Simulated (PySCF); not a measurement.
Cost against size for one kind of job: PBE0-D3(BJ)/def2-SVP geometry optimisation, gas phase in PySCF 2.14.0; work: geometry optimisation from a GFN2-xTB start shaken at random. Hardware: one thread, Arm Neoverse V1 (aarch64), no GPU, shared host. The host was shared with other jobs, so the times are rough. Peak memory is the resident size of the whole Python process, interpreter and libraries included.

```csv
species (SMILES),atoms,electrons,basis functions,SCF cycles,gradient evaluations,wall time,peak memory
NB(N)F,8,32,76,75,12,17 s,0.33 GiB
FC[C@@H]1CO1,10,40,95,68,11,30 s,0.45 GiB
F[SiH2]C(Cl)Cl,8,66,97,34,5,18 s,0.40 GiB
C#[C][GeH2][N]=C,10,62,113,52,7,?,?
B[C@@H]1BCCC1,16,44,134,48,8,52 s,0.58 GiB
[GeH3][O][GaH2-][AsH3+],12,112,150,142,22,8.3 min,0.68 GiB
[BH3-][N+]#CCCC(F)(F)F,16,70,161,69,11,2.1 min,0.64 GiB
C[N]=[Ta]([O]C)([O]C)[O]C,21,140,204,117,16,7.5 min,0.93 GiB
```

Problem. Estimate the withheld figures.

Solution. `C#[C][GeH2][N]=C`: 34 s, 0.46 GiB.

Problem. With all rows, how does the wall time grow with the number of basis functions N?

Solution. A straight line through log(time) against log(N) has slope 3.7 between N = 76 and 204, and the rows scatter about it by a factor of about 1.9 (standard error of the fit). This is a fit to these rows, whose iteration counts differ, not the method's formal scaling.
